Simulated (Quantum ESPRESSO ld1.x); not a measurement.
Q: All-electron atom: Xe42+ in [Ne] 3s2. All-electron calculation, scalar-relativistic Kohn-Sham, LDA (Slater exchange, Perdew-Zunger correlation), spin-polarised, spherical densities, point nucleus. Program: ld1.x of Quantum ESPRESSO 7.5. Some entries of the table are withheld. Estimate them.

orbital,occ.,eigenvalue (hartree),<r^2> (bohr^2)
1s,2,-1363.16,0.0009638
2s,2,-291.929,0.01496
2p,6,(1),0.01175
3s,2,-118.156,0.08358
3p,0,(2),(3)
3d,0,(4),0.06095
4s,0,(5),0.2819

A: 
(1) 2p eigenvalue (hartree): -272.997
(2) 3p eigenvalue (hartree): -112.329
(3) 3p <r^2> (bohr^2): 0.07921
(4) 3d eigenvalue (hartree): -105.928
(5) 4s eigenvalue (hartree): -63.2516
